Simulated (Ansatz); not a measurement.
CH8AlB2N (`CB[BH][AlH][NH2]`). Charge 0, multiplicity 1. The structure was optimised at the PBE0-D4/def2-TZVP level. It is one conformer, not always the lowest.

```xyz
13

C    -0.965    0.667   -1.810
B     0.151   -0.196   -1.166
B     1.046   -1.123   -0.458
Al   -0.141   -0.256    1.176
N     0.920    0.527    2.353
H    -0.684    1.723   -1.802
H    -1.932    0.575   -1.306
H    -1.111    0.377   -2.854
H     0.010   -1.576   -1.133
H     1.850   -1.885   -0.049
H    -1.681   -0.348    1.553
H     0.629    0.844    3.264
H     1.909    0.671    2.232
```

Q: What is the dipole moment at B3LYP/def2-TZVPP? (Estimate.)

A: The calculation gave: 0.74 D, with components (-0.29, 0.64, 0.24) D in this frame, pointing from negative to positive charge.

Q: And with PBE, r2SCAN, ωB97M-V? (Best estimate.)

A: Ansatz gave: PBE 0.81 D, r2SCAN 0.79 D, ωB97M-V 0.74 D.

Q: Give the Mulliken charges with B3LYP, r2SCAN, PBE in def2-TZVPP. (Estimate.)

A: The calculation gave: 
```
atom  B3LYP  r2SCAN    PBE
  C1  -0.33   -0.25  -0.32
  B2   0.14    0.15   0.13
  B3  -0.33   -0.34  -0.35
 Al4   0.32    0.39   0.26
  N5  -0.41   -0.47  -0.40
  H6   0.11    0.08   0.12
  H7   0.12    0.09   0.12
  H8   0.11    0.08   0.12
  H9   0.05    0.05   0.07
 H10   0.10    0.08   0.08
 H11  -0.15   -0.15  -0.12
 H12   0.13    0.15   0.14
 H13   0.13    0.15   0.15
```

B3LYP here is the variant with VWN-RPA as its local correlation; programs differ in this.
